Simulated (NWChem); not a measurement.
## Basis-set convergence for H3ISi

SMILES: [SiH3]I
```xyz
5

Si     1.8526     0.0383     0.0000
I     -0.6210    -0.0128     0.0000
H      2.3102     0.7528     1.2209
H      2.3102     0.7528    -1.2209
H      2.3539    -1.3614     0.0000
```
Charge 0, spin multiplicity 1.

All runs are NWChem calculations. All single points use one geometry, from B3LYP/def2-SVP with def2 effective core potentials on I, a minimum by its harmonic frequencies.

Quantity: dipole moment at the level PBE0.

Effective core potentials replace the inner electrons of I; spin-orbit coupling is left out. The structure started from a generated list of species.

The cost column gives rough processor time relative to def2-SVP; each entry includes its own SCF.

| basis | functions | dipole moment (D) | relative cost |
|---|---|---|---|
| def2-SVP | 59 | … | 1 |
| def2-SVPD | 83 | … | under 3 |
| def2-TZVP | 105 | 1.24 | under 3 |
| def2-TZVPD | 129 | 1.24 | 4 |
| def2-TZVPP | 134 | 1.24 | 4 |
| def2-QZVP | 242 | 1.24 | 70 |

Q: Some entries are withheld; supply them.

A: 
- def2-SVP, dipole moment (D): 1.39
- def2-SVPD, dipole moment (D): 1.30
